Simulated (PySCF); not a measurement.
## A ladder for the ionisation energy of In⁺

In⁺ [Kr] 4d10 5s2 (1S) → In²⁺ [Kr] 4d10 5s1 (2S). Scalar values calculated with PySCF 2.14 in aug-cc-pwCVTZ-DK3 (spin-free X2C; valence: [Kr] 4d10 frozen; valence and next inner shell: [Ar] 3d10 frozen). The spin-orbit shift comes from two-component X2C-1e calculations (generalised Hartree-Fock, GHF, and MP2 on its spinors, GMP2) in x2c-QZVPPall-2c: GMP2 gives 18.904 eV without and 18.907 eV with screened spin-orbit coupling, a shift of 0.003 eV (GHF: 0.002 eV). Sums use unrounded values; where a UHF row is shifted, it takes the GHF shift.

```json
{"method": "UHF", "scalar (eV)": "17.014", "plus spin-orbit shift (eV)": "17.015", "error (eV)": "-1.855"}
{"method": "LDA", "scalar (eV)": "19.406", "plus spin-orbit shift (eV)": "19.409", "error (eV)": "0.539"}
{"method": "PBE", "scalar (eV)": "18.975", "plus spin-orbit shift (eV)": "18.978", "error (eV)": "0.108"}
{"method": "PBE0", "scalar (eV)": "18.662", "plus spin-orbit shift (eV)": "18.665", "error (eV)": "-0.206"}
{"method": "r2SCAN", "scalar (eV)": "18.696", "plus spin-orbit shift (eV)": "18.699", "error (eV)": "-0.172"}
{"method": "M06-2X", "scalar (eV)": "18.646", "plus spin-orbit shift (eV)": "18.649", "error (eV)": "-0.221"}
{"method": "PW91", "scalar (eV)": "19.062", "plus spin-orbit shift (eV)": "19.065", "error (eV)": "0.195"}
{"method": "CAM-B3LYP", "scalar (eV)": "18.935", "plus spin-orbit shift (eV)": "18.938", "error (eV)": "0.067"}
{"method": "MP2 (valence)", "scalar (eV)": "17.665", "plus spin-orbit shift (eV)": "17.668", "error (eV)": "-1.202"}
{"method": "SCS-MP2 (valence)", "scalar (eV)": "17.795", "plus spin-orbit shift (eV)": "17.798", "error (eV)": "-1.072"}
{"method": "MP2 (valence and next inner shell)", "scalar (eV)": "18.930", "plus spin-orbit shift (eV)": "18.932", "error (eV)": "0.062"}
{"method": "SCS-MP2 (valence and next inner shell)", "scalar (eV)": "18.839", "plus spin-orbit shift (eV)": "18.842", "error (eV)": "-0.029"}
{"method": "CCSD (valence)", "scalar (eV)": "17.912", "plus spin-orbit shift (eV)": "17.915", "error (eV)": "-0.956"}
{"method": "CCSD(T) (valence)", "scalar (eV)": "17.912", "plus spin-orbit shift (eV)": "17.915", "error (eV)": "-0.956"}
{"method": "CCSDT (valence)", "scalar (eV)": "17.912", "plus spin-orbit shift (eV)": "17.915", "error (eV)": "-0.956"}
{"method": "FCI (valence)", "scalar (eV)": "17.912", "plus spin-orbit shift (eV)": "17.915", "error (eV)": "-0.956"}
```

Reference: 18.870 eV (measured; NIST Atomic Spectra Database, ionization energies).

The errors of the correlated levels include the incompleteness of the basis and the frozen core, so a lower level can come closer by cancellation.
